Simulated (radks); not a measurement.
Values are calculated unless marked as measured or tabulated.
Spin polarisation of the 3d2 shell in neutral titanium. Start: [Ar] 3d(up 1, down 1) 4s2; electrons of 3d are moved from spin down to spin up, other shells keep equal spins. Level of theory: scalar-relativistic Kohn-Sham, PBEsol, spin-polarised, spherical densities, finite nucleus; Fermi nuclear charge, rms radius of each element as measured or else 0.836 A^(1/3) + 0.57 fm (a radial shooting solver on a logarithmic mesh with Libxc functionals).

moment (Bohr magnetons),E - E(0) (eV),e(3d up) (eV),e(3d down) (eV),4s down minus up (eV),3p down minus up (eV)
0,0.000,-4.276,-4.276,0.000,0.000
0.5,-0.047,-4.454,-4.075,0.129,0.429
1,-0.190,-4.611,-3.852,0.258,0.858
1.5,-0.427,-4.744,-3.607,0.390,1.285
2,-0.758,-4.851,-3.340,0.524,1.709

At moment 2 the spin-polarisation energy is -0.758 eV and the 3d exchange splitting 1.511 eV, that is 0.756 eV per Bohr magneton; E = -I m^2/4 would give I = 0.758 eV.
